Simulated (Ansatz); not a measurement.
Ligand exchange: C2H7BrSi + C4H10 → C3H10Si + C3H7Br

Gas-phase species: C2H7BrSi `CC[SiH2]Br`, singlet; C4H10 (butane) `CCCC`, singlet; C3H10Si `CC[SiH2]C`, singlet; C3H7Br `CCCBr`, singlet. The partners trade Br for CH3: Si–Br and C–CH3 bonds give way to Si–CH3 and C–Br.

Shapes, held fixed at every level: PBE0-D4/def2-TZVP. Flexible molecules stand in one conformer, not always the lowest. Programs: Ansatz 0.2.0. Electronic energies: no zero-point or thermal term.

(1) Estimate ΔE of this reaction.

## Answers

(1) The highest level, CCSD(T)/def2-TZVPP, gives ΔE = +102.6 kJ/mol; the levels span +99.2 to +118.6. The column of differences is taken from that level and isn't an error. No measured value is set beside it here. Relativity is left out for Br. Outer-core shells of Br are correlated, in sets that cover them unevenly.

```csv
level,kind,ΔE (kJ/mol),less CCSD(T)/def2-TZVPP
HF/def2-TZVPP,Hartree–Fock,+118.6,+16.0
PBE-D4/def2-TZVPP,GGA,+99.2,-3.4
B3LYP-D4/def2-TZVPP,global hybrid,+101.5,-1.1
wB97X-V/def2-TZVPP,range-separated hybrid,+105.4,+2.8
B2PLYP/def2-TZVPP,double hybrid,+105.0,+2.4
CCSD/def2-TZVPP,coupled cluster or CI,+105.4,+2.8
CCSD(T)/def2-TZVPP,coupled cluster or CI,+102.6,0.0
```
